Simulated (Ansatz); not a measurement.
Reactions of AlFH₆N₂Si, SMILES `N[SiH2][NH][AlH][F]`.

Program: Ansatz. Geometries: PBE0-D4/def2-TZVP. ΔE: electronic, gas phase. CCSD(T)/CBS adds triple-zeta CCSD(T) − MP2 to the extrapolated MP2 energy (def2 sets, frozen cores). This one scheme is used for every species. Functionals use def2-TZVPP. def2 core potentials past Kr. For I outer-core shells are correlated without core-valence functions, which leaves a few kJ/mol of doubt a bond. Each species was taken in one conformer, which may not be the lowest.

```json
{"reaction": "`N[SiH2][NH][AlH][F]` + H₂ → `[F][AlH2]` + `N[SiH2]N`", "ωB97X-V (eV)": "0.85", "PBE-D4 (eV)": "0.88", "r2SCAN-D4 (eV)": "0.96"}
{"reaction": "`N[SiH2][NH][AlH][F]` + `CC(C)N` → `CC(C)[NH][AlH][F]` + `N[SiH2]N`", "ωB97X-V (eV)": "0.09", "PBE-D4 (eV)": "0.07", "r2SCAN-D4 (eV)": "0.09"}
{"reaction": "`N[SiH2][NH][AlH][F]` + `CNC` → `C[N](C)[AlH][F]` + `N[SiH2]N`", "ωB97X-V (eV)": "0.11", "PBE-D4 (eV)": "0.08", "r2SCAN-D4 (eV)": "0.09"}
{"reaction": "`N[SiH2][NH][AlH][F]` + `CI` → `N[SiH2]I` + `C[NH][AlH][F]`", "ωB97X-V (eV)": "0.07", "PBE-D4 (eV)": "0.00", "r2SCAN-D4 (eV)": "0.07"}
{"reaction": "`N[SiH2][NH][AlH][F]` + `CN[SiH3]` → `C[N]([SiH3])[AlH][F]` + `N[SiH2]N`", "ωB97X-V (eV)": "0.05", "PBE-D4 (eV)": "0.04", "r2SCAN-D4 (eV)": "0.04"}
{"reaction": "`N[SiH2][NH][AlH][F]` + `[SiH3]S` → `[F][AlH][S][SiH3]` + `N[SiH2]N`", "ωB97X-V (eV)": "-0.17", "PBE-D4 (eV)": "-0.23", "r2SCAN-D4 (eV)": "-0.19"}
{"reaction": "`N[SiH2][NH][AlH][F]` + `F[SiH2]S[SiH3]` → `N[SiH2]S[SiH2]F` + `[F][AlH][NH][SiH3]`", "ωB97X-V (eV)": "0.01", "PBE-D4 (eV)": "0.00", "r2SCAN-D4 (eV)": "0.01"}
```

(1) Give the CCSD(T)/CBS values in the same order. (Estimate.)

Largest T1 diagnostic: 0.012, for `[F][AlH2]`.

Answers

(1) The calculation gave: 0.92, 0.10, 0.11, 0.14, 0.04, -0.18, 0.02 eV.
